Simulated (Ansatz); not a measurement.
One change: `O[Si@@H]1[SiH2][Si@H]1[SiH3]` becomes `O[SiH]1[SiH2][SiH2]1`.

Ansatz, PBE0-D4/def2-TZVP geometries, multiplicity 1. Each molecule was computed in one conformer, which needn't be the lowest.

```csv
property,`O[Si@@H]1[SiH2][Si@H]1[SiH3]`
HOMO–LUMO gap (ωB97M-V/def2-TZVPP) / eV,8.78
size of the dipole moment (ωB97M-V/def2-TZVPP) / D,1.14
HOMO energy (ωB97M-V/def2-TZVPP) / eV,-8.45
HOMO energy (PBE/def2-TZVPP) / eV,-5.58
LUMO energy (ωB97M-V/def2-TZVPP) / eV,0.32
LUMO energy (PBE0/def2-TZVPP) / eV,-1.51
```

(1) Give the same properties after the change, and the shifts. (Best estimate.)

Answers

(1) Ansatz gave: 
| property | `O[SiH]1[SiH2][SiH2]1` | shift |
| --- | --- | --- |
| HOMO–LUMO gap (ωB97M-V/def2-TZVPP) / eV | 9.23 | 0.45 |
| size of the dipole moment (ωB97M-V/def2-TZVPP) / D | 1.27 | 0.13 |
| HOMO energy (ωB97M-V/def2-TZVPP) / eV | -8.69 | -0.24 |
| HOMO energy (PBE/def2-TZVPP) / eV | -5.77 | -0.19 |
| LUMO energy (ωB97M-V/def2-TZVPP) / eV | 0.54 | 0.22 |
| LUMO energy (PBE0/def2-TZVPP) / eV | -1.33 | 0.18 |

With PBE0 the HOMO falls by 0.21 eV and the LUMO rises by 0.18 eV, so the gap widens by about 0.39 eV. PBE moves the HOMO by -0.19 eV and ωB97M-V by -0.24 eV. Dipoles are sizes alone; their direction can turn.
